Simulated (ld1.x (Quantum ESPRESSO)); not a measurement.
Plane-wave convergence, TM potential for chromium

* Element: Cr (Z = 24)
* Generator: ld1.x (Quantum ESPRESSO) 7.5
* Type: norm-conserving Troullier–Martins (Kleinman–Bylander form)
* Functional: BP86
* Relativity: scalar-relativistic
* Frozen core: [Ne]
* Valence charge: 14
* Reference configuration: 3s2 3p6 3d4 4s0 4p0 (charge +2)
* Partial waves: 3p (bound): rc 1.40 bohr; 3d (bound): rc 1.60 bohr; 3s (bound): rc 1.30 bohr
* Local potential: the s channel
* Core correction: Bessel-smoothed model core, default radius (core density twice the valence density)

The pseudo-atom Hamiltonian at the reference potential is diagonalised in spherical Bessel functions j_l(qr) that vanish at 20 bohr, with q² up to the cutoff. All-electron valence levels (Ry): 3p -4.8878, 4p -0.9688, 3d -1.6848, 3s -6.9952, 4s -1.3570.

Problem. How do the lowest levels (Ry) of each channel move with the cutoff, and are there ghosts?

Solution.

```csv
cutoff (Ry),p #1,p #2,d #1,d #2,s #1,s #2,s #3,f #1,f #2,Σ f·Δε (mRy)
8,-2.9816,-0.7363,-0.7277,-0.3448,-6.6639,-1.2948,-0.5208,-0.2870,-0.1574,15927.8
15,-4.1190,-0.8677,-0.8367,-0.3787,-6.8952,-1.3949,-0.5500,-0.2872,-0.1577,8204.6
25,-4.6898,-0.9426,-1.0183,-0.4204,-6.9130,-1.4081,-0.5547,-0.2873,-0.1578,4018.1
40,-4.8688,-0.9766,-1.3650,-0.4727,-6.9805,-1.4112,-0.5553,-0.2873,-0.1578,1422.6
60,-4.8873,-0.9824,-1.6316,-0.5014,-6.9913,-1.4142,-0.5560,-0.2873,-0.1578,223.5
90,-4.8876,-0.9826,-1.6841,-0.5064,-6.9941,-1.4143,-0.5561,-0.2873,-0.1578,6.2
120,-4.8878,-0.9827,-1.6846,-0.5064,-6.9951,-1.4145,-0.5561,-0.2873,-0.1578,1.0
180,-4.8878,-0.9827,-1.6847,-0.5065,-6.9952,-1.4145,-0.5561,-0.2873,-0.1578,0.1
400,-4.8878,-0.9827,-1.6848,-0.5065,-6.9952,-1.4145,-0.5561,-0.2873,-0.1578,0.0
```

Result: no extra level below or beside the all-electron valence levels (p, d, s, f tested); 10 mRy is reached at 90 Ry and 1 mRy at 140 Ry.

Its largest configuration-test error is +883 meV.
